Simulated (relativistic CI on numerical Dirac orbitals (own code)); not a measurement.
## Hyperfine structure of P⁸⁺, mass number 31

Computed by Dirac-Coulomb-Breit CI, separate exchange-only KLI orbitals for each configuration, model QED, unscaled Slater integrals (own radial code, finite nucleus).

CI space (outside the closed core 1s2): 2s2 2p3, 2s 2p4, 2p5, 2s2 2p2 3s, 2p4 3s, 2s2 2p2 3p, 2p4 3p, 2s2 2p2 3d, 2p4 3d, 2s 2p3 3s, 2s 2p3 3p, 2s 2p3 3d, 2s2 2p2 4s, 2s2 2p2 4p, 2s2 2p2 4d, 2s2 2p2 4f. Levels of other configurations are missing.

Nuclear spin I = 1/2, μ = 1.13093 μN (tables of Stone and Pyykkö). The electronic factors are computed for point nuclear moments, without core polarisation or the Bohr-Weisskopf and QED corrections.

```json
{"Level": "2s2 2p3 2D°_3/2", "E (cm⁻¹)": "80097", "A (MHz)": "10470"}
{"Level": "2s2 2p3 2D°_5/2", "E (cm⁻¹)": "80719", "A (MHz)": "16930"}
{"Level": "2s2 2p3 2P°_1/2", "E (cm⁻¹)": "118437", "A (MHz)": "46280"}
{"Level": "2s2 2p3 2P°_3/2", "E (cm⁻¹)": "119485", "A (MHz)": "9636"}
{"Level": "2s 2p4 4P_5/2", "E (cm⁻¹)": "346482", "A (MHz)": "40800"}
{"Level": "2s 2p4 4P_3/2", "E (cm⁻¹)": "351500", "A (MHz)": "38860"}
{"Level": "2s 2p4 4P_1/2", "E (cm⁻¹)": "354117", "A (MHz)": "82840"}
{"Level": "2s 2p4 2D_3/2", "E (cm⁻¹)": "485131", "A (MHz)": "-12440"}
```

Levels with J = 0, under 50 % of one LS term, or S terms without an open s electron are left out. Small factors come from cancelling terms and can be off by tens of per cent or more.

At this charge configurations can still be misplaced by up to about 7 % of their energy.

(1) Give the hyperfine levels of 2s2 2p3 2D°_5/2 relative to its centre of gravity.

Results:

(1) With K = F(F + 1) − I(I + 1) − J(J + 1), E = AK/2: F = 2: -29630, F = 3: 21160 MHz.
